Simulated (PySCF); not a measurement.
**Solvent effects on NMR parameters**

Molfile (atoms numbered from 1):
```
C6H11NSi
     RDKit          3D

 19 19  0  0  0  0  0  0  0  0999 V2000
   -1.9688   -1.0805    0.4446 C   0  0  0  0  0  0  0  0  0  0  0  0
   -1.1779    0.1197    0.3220 N   0  0  0  0  0  0  0  0  0  0  0  0
   -1.8977    1.2631   -0.1697 C   0  0  0  0  0  0  0  0  0  0  0  0
    0.1770    0.0654    0.0751 C   0  0  0  0  0  0  0  0  0  0  0  0
    0.8949    0.9895   -0.6362 C   0  0  0  0  0  0  0  0  0  0  0  0
    2.6693    0.4753   -0.6110 Si  0  0  0  0  0  4  0  0  0  0  0  0
    2.3058   -1.0446    0.4289 C   0  0  0  0  0  0  0  0  0  0  0  0
    0.9827   -1.0424    0.6729 C   0  0  0  0  0  0  0  0  0  0  0  0
   -1.4053   -1.8839    0.9317 H   0  0  0  0  0  0  0  0  0  0  0  0
   -2.8599   -0.8795    1.0593 H   0  0  0  0  0  0  0  0  0  0  0  0
   -2.3125   -1.4609   -0.5382 H   0  0  0  0  0  0  0  0  0  0  0  0
   -1.3756    2.1883    0.1150 H   0  0  0  0  0  0  0  0  0  0  0  0
   -2.0094    1.2598   -1.2730 H   0  0  0  0  0  0  0  0  0  0  0  0
   -2.9023    1.2817    0.2767 H   0  0  0  0  0  0  0  0  0  0  0  0
    0.4309    1.8285   -1.1525 H   0  0  0  0  0  0  0  0  0  0  0  0
    3.2555    0.1608   -1.9537 H   0  0  0  0  0  0  0  0  0  0  0  0
    3.6256    1.4043    0.0737 H   0  0  0  0  0  0  0  0  0  0  0  0
    2.9670   -1.8026    0.8537 H   0  0  0  0  0  0  0  0  0  0  0  0
    0.5023   -1.7890    1.3121 H   0  0  0  0  0  0  0  0  0  0  0  0
  1  2  1  0
  2  3  1  0
  2  4  1  0
  4  5  2  0
  5  6  1  0
  6  7  1  0
  7  8  2  0
  8  4  1  0
  1  9  1  0
  1 10  1  0
  1 11  1  0
  3 12  1  0
  3 13  1  0
  3 14  1  0
  5 15  1  0
  6 16  1  0
  6 17  1  0
  7 18  1  0
  8 19  1  0
M  END
```

GIAO PBE0/pcSseg-1 in PySCF 2.14 on one PBE0-D3(BJ)/def2-SVP conformer, non-relativistic, equivalent nuclei averaged. Solvents enter as an IEF-PCM continuum (acetone with ε = 20.5, acetonitrile with ε = 35.7) around the gas-phase geometry. Shifts are referred to TMS computed in the same medium.

Gas phase, δ in ppm: C4 168.8, C8 152.8, C7 139.0, C5 81.4, C1/C3 39.6, Si6 -38.2, H19 7.30, H18 6.53, H16/H17 4.77, H15 3.80, H9/H10/H11/H12/H13/H14 2.72. Dipole moment 2.64 D.

Task: How does each δ change in the continuum?

Result: 
```csv
atoms,environment,"Δδ, acetone","Δδ, acetonitrile"
C4,alkene carbon bearing nitrogen,+3.1,+3.2
C8,alkene CH,+3.6,+3.7
C7,alkene CH,+0.2,+0.2
C5,β carbon of an enol-ether or enamine type C=C,-3.4,-3.5
C1/C3,methyl carbon bonded to N,+0.7,+0.8
Si6,"silicon bonded to 2 C, 2 H, in a 5-membered ring",-0.9,-1.0
H19,hydrogen on an alkene CH,+0.29,+0.30
H18,hydrogen on an alkene CH,+0.15,+0.16
H16/H17,"hydrogen on a silicon bonded to 2 C, in a 5-membered ring",-0.06,-0.06
H15,hydrogen on a β carbon of an enol-ether or enamine type C=C,-0.02,-0.02
H9/H10/H11/H12/H13/H14,hydrogen on a methyl carbon bonded to N,+0.11,+0.11
```

Changes are relative to the gas phase. The dipole moment becomes 3.52 D in acetone, 3.55 D in acetonitrile.

Task: Which of the listed nuclei move most (in ppm), and what does the model miss? (N and O are left out, as their reference compounds move with the solvent too.)

Result: C8 (alkene CH, +3.7 ppm) in acetonitrile. A continuum only polarises the solute; specific hydrogen bonds, the anisotropy of aromatic solvents and changes of geometry or conformer are outside it.
